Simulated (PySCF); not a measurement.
O3Re (SMILES [O]=[Re+](=[O])=[O]), charge +1, singlet, at a GFN2-xTB geometry (such geometries of metal compounds can be far from the true shape) (the multiplicity is a formal guess) (core potentials on Re), with bond 2-1 at 1.6 times its length; HF/def2-SV(P) (PySCF).

The PySCF input:
```python
from pyscf import gto, scf

mol = gto.Mole()
mol.atom = '''
    Re    0.09410804   -0.07891784   -0.12125114
    O    -2.15108489   -1.31949474    0.56494268
    O    -0.42814776    1.44831601   -0.50727999
    O     0.85502242    0.14581715    1.33638946
'''
mol.basis = 'def2-sv(p)'
mol.ecp = {'Re': 'def2-sv(p)'}
mol.charge = 1
mol.verbose = 4
mol.build()

mf = scf.RHF(mol)
mf.init_guess = 'sap'
mf.kernel()
```

Task: What does PySCF print? Leave out banner, timings and long lists.

Result: 
```
PySCF version 2.14.0

[INPUT] verbose = 4
[INPUT] num. atoms = 4
[INPUT] num. electrons = 38
[INPUT] charge = 1
[INPUT] spin (= nelec alpha-beta = 2S) = 0
[INPUT] symmetry False subgroup None
[INPUT] Mole.unit = angstrom
[INPUT] Symbol           X                Y                Z      unit          X                Y                Z       unit  Magmom
[...]
nuclear repulsion = 133.220521474391
number of shells = 29
number of NR pGTOs = 122
number of NR cGTOs = 67
basis = def2-sv(p)
ecp = {'Re': 'def2-sv(p)'}

******** <class 'pyscf.scf.hf.RHF'> ********
method = RHF
initial guess = sap
damping factor = 0
level_shift factor = 0
DIIS = <class 'pyscf.scf.diis.CDIIS'>
diis_start_cycle = 1
diis_space = 8
diis_damp = 0
SCF conv_tol = 1e-09
SCF conv_tol_grad = None
SCF max_cycles = 50
direct_scf = True
direct_scf_tol = 1e-13
Set gradient conv threshold to 3.16228e-05
Initial guess from superposition of atomic potentials (doi:10.1021/acs.jctc.8b01089)
This is the Gaussian fit version as described in doi:10.1063/5.0004046.
Found SAP basis sapgrasplarge

WARN: SAP basis coefficients must be equal or closeto total electronic charge: -99.0 !≃ 38
Check fails with value 61.0

[...]
init E= -137.767642493489
[...]
cycle= 1 E= -267.377165838981  delta_E= -130  |g|= 7.25  |ddm|=   49
[...]
cycle= 2 E= -93.3600558593702  delta_E=  174  |g|= 10.9  |ddm|= 39.8
[...]
cycle= 3 E= -284.062052605273  delta_E= -191  |g|= 3.81  |ddm|= 25.2
[...]
cycle= 4 E= -267.272320568104  delta_E= 16.8  |g|= 8.01  |ddm|= 11.1
[...]
cycle= 5 E= -293.883224392493  delta_E= -26.6  |g|= 4.67  |ddm|= 7.81
[...]
cycle= 6 E= -296.426392950608  delta_E= -2.54  |g|= 3.64  |ddm|= 1.78
[...]
cycle= 7 E= -299.705570310344  delta_E= -3.28  |g|=    2  |ddm|= 3.11
[...]
cycle= 8 E= -296.371792954128  delta_E= 3.33  |g|= 3.14  |ddm|= 4.28
[...]
cycle= 9 E= -300.772172208037  delta_E= -4.4  |g|= 0.909  |ddm|= 3.65
[...]
cycle= 10 E= -300.706457625049  delta_E= 0.0657  |g|= 1.12  |ddm|= 0.336
[...]
cycle= 11 E= -300.717677439399  delta_E= -0.0112  |g|= 1.14  |ddm|= 0.115
[...]
cycle= 12 E= -300.916541015923  delta_E= -0.199  |g|= 0.856  |ddm|= 0.454
[...]
cycle= 13 E= -301.174995627784  delta_E= -0.258  |g|= 0.157  |ddm|= 1.06
[...]
cycle= 14 E= -301.205884778611  delta_E= -0.0309  |g|= 0.144  |ddm|= 0.396
[...]
cycle= 15 E= -301.229064270029  delta_E= -0.0232  |g|= 0.0696  |ddm|= 0.444
[...]
cycle= 16 E= -301.234002990255  delta_E= -0.00494  |g|= 0.0286  |ddm|= 0.258
[...]
[...]
[...]
cycle= 22 E= -301.239144793713  delta_E= -0.000701  |g|= 0.0122  |ddm|= 0.079
[...]
cycle= 23 E= -301.23986436755  delta_E= -0.00072  |g|= 0.0118  |ddm|= 0.0753
[...]
cycle= 24 E= -301.240782423118  delta_E= -0.000918  |g|= 0.0115  |ddm|= 0.0969
[...]
cycle= 25 E= -301.242710409686  delta_E= -0.00193  |g|= 0.0111  |ddm|= 0.207
[...]
cycle= 26 E= -301.243449902765  delta_E= -0.000739  |g|= 0.0103  |ddm|= 0.0795
[...]
cycle= 27 E= -301.246975137633  delta_E= -0.00353  |g|= 0.0332  |ddm|= 0.584
[...]
cycle= 28 E= -301.247530602578  delta_E= -0.000555  |g|= 0.0338  |ddm|= 0.102
[...]
cycle= 29 E= -301.247559751664  delta_E= -2.91e-05  |g|= 0.0307  |ddm|= 0.0195
[...]
cycle= 30 E= -301.247786407724  delta_E= -0.000227  |g|= 0.0199  |ddm|= 0.0446
[...]
cycle= 31 E= -301.248236159436  delta_E= -0.00045  |g|= 0.0116  |ddm|= 0.0619
[...]
cycle= 32 E= -301.248981736734  delta_E= -0.000746  |g|= 0.0135  |ddm|= 0.178
[...]
cycle= 33 E= -301.248973159106  delta_E= 8.58e-06  |g|= 0.01  |ddm|= 0.0165
[...]
cycle= 34 E= -301.249326177737  delta_E= -0.000353  |g|= 0.00483  |ddm|= 0.0938
[...]
cycle= 35 E= -301.249660410809  delta_E= -0.000334  |g|= 0.00361  |ddm|= 0.13
[...]
cycle= 36 E= -301.249820397123  delta_E= -0.00016  |g|= 0.00258  |ddm|= 0.0884
[...]
cycle= 37 E= -301.249919551145  delta_E= -9.92e-05  |g|= 0.00175  |ddm|= 0.0809
[...]
cycle= 38 E= -301.24994487105  delta_E= -2.53e-05  |g|= 0.00138  |ddm|= 0.0311
[...]
cycle= 39 E= -301.249970246538  delta_E= -2.54e-05  |g|= 0.00224  |ddm|= 0.0546
[...]
cycle= 40 E= -301.249972440058  delta_E= -2.19e-06  |g|= 0.000962  |ddm|= 0.00431
[...]
cycle= 41 E= -301.249980515744  delta_E= -8.08e-06  |g|= 0.000643  |ddm|= 0.0241
[...]
cycle= 42 E= -301.249983804952  delta_E= -3.29e-06  |g|= 0.000543  |ddm|= 0.0142
[...]
cycle= 43 E= -301.249984506027  delta_E= -7.01e-07  |g|= 0.000189  |ddm|= 0.00923
[...]
cycle= 44 E= -301.24998465514  delta_E= -1.49e-07  |g|= 8.31e-05  |ddm|= 0.0029
[...]
cycle= 45 E= -301.249984679676  delta_E= -2.45e-08  |g|= 4.61e-05  |ddm|= 0.000784
[...]
cycle= 46 E= -301.249984691391  delta_E= -1.17e-08  |g|= 2.44e-05  |ddm|= 0.00075
[...]
cycle= 47 E= -301.249984692891  delta_E= -1.5e-09  |g|= 9.66e-06  |ddm|= 0.000199
[...]
cycle= 48 E= -301.249984693475  delta_E= -5.85e-10  |g|= 7.25e-06  |ddm|= 0.000132
[...]
Extra cycle  E= -301.249984693516  delta_E= -4.09e-11  |g|= 7.04e-06  |ddm|= 1.37e-05
converged SCF energy = -301.249984693516
```
